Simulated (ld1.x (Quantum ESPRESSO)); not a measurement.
# copper (Cu), RRKJ: configuration errors across variants

ld1.x (Quantum ESPRESSO) 7.5 input, shortened:

```
&input
   title='Cu', zed=29., rel=1, dft='PZ', iswitch=3,
   config='[Ar] 3d8 4s0 4p0'
 /
 &inputp
   pseudotype=2, tm=.false., rho0=0.01, lloc=0,
   nlcc=.true.
 /
3
3P  2  1   6.00   0.00  0.90  0.90  0.0
3D  3  2   8.00   0.00  0.70  0.70  0.0
3S  1  0   2.00   0.00  1.10  1.10  0.0
 &test
   configts(1)='3s2 3p6 3d8 4s0 4p0'
 /
```

All-electron excitation energies from the reference (eV): (1) 3s2 3p6 3d10 4s1 4p0 -69.485; (2) 3s2 3p6 3d10 4s0 4p0 -61.051; (3) 3s2 3p6 3d9 4s0 4p0 -39.364; (4) 3s2 3p6 3d9 4s2 4p0 -67.482; (5) 3s2 3p6 3d10 4s0.5 4p0 -66.183; (6) 3s2 3p6 3d7 4s0 4p0 60.031; (7) 3s2 3p6 3d9 4s1 4p1 -62.551; (8) 3s2 3p6 3d8 4s0 4p0 spin -1.071; (9) 3s2 3p6 3d10 4s1 4p0 spin -69.669.

Spin tests fill each open shell by Hund’s rule, majority spin first.

The default core radius of the base comes out at 0.33 bohr.

Tests that are not counted but printed errors over 1 eV. “local potential the d channel”: all (the test run did not reproduce the reference configuration, from which every error is measured).

3 further variants failed, have other tests or another functional or relativity, and are left out.

A true bound ghost makes a file unfit for plane-wave use even where its test errors are small: the radial tests pick states by their node count and pass the ghost by. Where a test does run into it, the solver fails or the error is huge.

Errors AE − PS in meV (a dash: test not solved or not reliable):

```csv
change,(1),(2),(3),(4),(5),(6),(7),(8),(9),bound ghosts
base,+723,+96,+36,+1673,+460,+49,+1043,+28,+721,none
local potential the d channel,–,–,–,–,–,–,–,–,–,s
wave 3p (bound): rc 0.90 bohr becomes 3p (bound): rc 1.16 bohr,+722,+95,+35,+1673,+459,+48,+1038,+29,+720,none
"type ultrasoft; waves now 3s (bound): rcut 0.95, rcutus 1.10 bohr; 4s (bound): rcut 0.95, rcutus 1.10 bohr; 3p (bound): rc 0.90 bohr; 4p (bound): rc 0.90 bohr; 3d (bound): rcut 0.60, rcutus 0.70 bohr; 3d channel at -3.05 Ry: rcut 0.60, rcutus 0.70 bohr; local potential all-electron potential smoothed inside 0.65 bohr (lloc = -2); augmentation built from norm-conserving waves at rcut, not smoothed further; rho0 0",–,–,–,–,–,–,–,–,–,not determined
```

Q: Give the same row for: core correction none.

A: +723, +96, +36, +1675, +460, +50, +1044, +146, +722; bound ghosts: none.
